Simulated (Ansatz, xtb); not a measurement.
## Relative energy of two isomers of CH7AlSSi

We compare a, `[CH3][AlH][S][SiH3]`, a singlet, with b, `C[SiH2][S][AlH2]`, a singlet. Both are isolated molecules in the gas phase, relaxed with BLYP-D3(BJ)/def2-SVP; the shapes shown needn't be the lowest conformers.

a (Å):

```xyz
11

C     2.3732    2.3191   -0.8727
Al    1.2443    1.2661    0.3388
S    -0.9378    1.2387   -0.0387
Si   -1.6322   -0.0585    1.5712
H     1.7917    2.8184   -1.6734
H     2.9283    3.1019   -0.3118
H     3.1393    1.6742   -1.3551
H     1.7930    0.4278    1.5777
H    -1.0173   -1.4232    1.4847
H    -3.1166   -0.1761    1.4105
H    -1.3270    0.5229    2.9191
```

b (Å):

```yaml
atoms:
  - { symbol: C, position_ang: [-0.6367, 0.0152, 1.5289] }
  - { symbol: Al, position_ang: [0.7502, -0.4993, -2.2062] }
  - { symbol: S, position_ang: [1.2593, -1.8562, -0.5477] }
  - { symbol: Si, position_ang: [-0.5288, -1.6866, 0.7107] }
  - { symbol: H, position_ang: [-1.4984, 0.0568, 2.2273] }
  - { symbol: H, position_ang: [0.2883, 0.2324, 2.0991] }
  - { symbol: H, position_ang: [-0.7725, 0.8072, 0.7653] }
  - { symbol: H, position_ang: [-1.7600, -1.9547, -0.1032] }
  - { symbol: H, position_ang: [-0.3842, -2.7639, 1.7423] }
  - { symbol: H, position_ang: [-0.6433, 0.2693, -2.1863] }
  - { symbol: H, position_ang: [1.8323, -0.3502, -3.3578] }
```

Question: Estimate which is lower in electronic energy at CCSD(T)/def2-SVP + ΔMP2/def2-TZVPP, and by roughly how much.

Answer: Too close to call at this level: CCSD(T)/def2-SVP + ΔMP2/def2-TZVPP gives E(b) − E(a) = −0.10 kJ/mol.

The same difference at several levels:

| level | geometry | E(b) − E(a) (kJ/mol) | departure from the last row (kJ/mol) | job, with rough time for the two |
| --- | --- | --- | --- | --- |
| GFN2-xTB | GFN2-xTB | −20.50 | −20.40 | optimisation, 0.69 s |
| HF/STO-3G | GFN2-xTB | +29.93 | +30.03 | single point, 0.32 s |
| r2SCAN-D4/def2-SVP | GFN2-xTB | +17.92 | +18.02 | single point, 4.1 s |
| BLYP-D3(BJ)/def2-SVP | BLYP-D3(BJ)/def2-SVP | −0.99 | −0.89 | optimisation, 94 s |
| HF/def2-SVP | BLYP-D3(BJ)/def2-SVP | +0.09 | +0.19 | part of the CCSD(T) run |
| MP2/def2-SVP | BLYP-D3(BJ)/def2-SVP | −0.43 | −0.33 | part of the CCSD(T) run |
| CCSD(T)/def2-SVP | BLYP-D3(BJ)/def2-SVP | −0.20 | −0.10 | single point |
| CCSD(T)/def2-SVP + ΔMP2/def2-TZVPP | BLYP-D3(BJ)/def2-SVP | −0.10 |  | single point, 21 s |

As drawn, b has 1 C–Si, 1 Al–H in place of 1 C–Al, 1 Si–H.

The largest departure from CCSD(T)/def2-SVP + ΔMP2/def2-TZVPP is that of HF/STO-3G, 30.03 kJ/mol. The last row adds to CCSD(T) the change of the MP2 difference between the two basis sets, here +0.10 kJ/mol.

With harmonic frequencies from BLYP-D3(BJ)/def2-SVP (ideal gas, rigid rotor, one conformer each, 298.15 K, 1 atm): on the last row, ΔE + ΔZPE = +0.69 kJ/mol. A mode under 50 cm⁻¹ makes harmonic enthalpies and free energies unreliable, so none is given.

The correlated steps freeze 16 core orbitals. Codes used: Ansatz 0.2.0, xtb 6.7.1; the last row on 2 threads of Arm Neoverse V1 on a shared host.
